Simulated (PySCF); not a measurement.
## Electron correlation in K⁺ (potassium, charge +1)

[Ar], closed-shell 1S. All numbers are calculated (PySCF 2.14, no relativity, point nucleus, in def2-QZVPPD). Frozen: [Ne]; 8 electrons correlated.

MP2 pair energies summed by pair of shells (mhartree):

```
 pair   energy  share (%)
3p-3p  -150.48       76.0
3s-3p   -38.81       19.6
3s-3s    -8.63        4.4
```

Total MP2 correlation energy: -197.92 mhartree.

Same-spin part -50.13 and opposite-spin part -147.79 mhartree; SCS-MP2 scales them by 1/3 and 6/5 to -194.06 mhartree.

This basis was not built for core-valence correlation, so the inner-shell part is incomplete.
